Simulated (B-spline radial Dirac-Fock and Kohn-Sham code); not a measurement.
Photoionisation of hafnium ions at Ag Lα (2984.4 eV)

These are calculated numbers from a radial atomic solver; the model is independent-particle photoionisation in a Dirac-Hartree-Slater potential with a Latter tail, all multipoles, thresholds from Dirac-Fock ΔSCF. Cross sections in kb; a dash marks an empty subshell or a threshold above the photon energy.

```
 ion      configuration  total    3s  3d5/2  4f5/2  5p1/2  5d5/2
  Hf  [Xe] 4f14 5d2 6s2  532.3  26.5    166   3.92   1.46  0.249
 Hf⁺  [Xe] 4f14 5d1 6s2  532.3  26.4    166   3.92   1.48  0.152
Hf⁵⁺          [Xe] 4f13  533.1  26.5    166   3.83   1.66      –
```
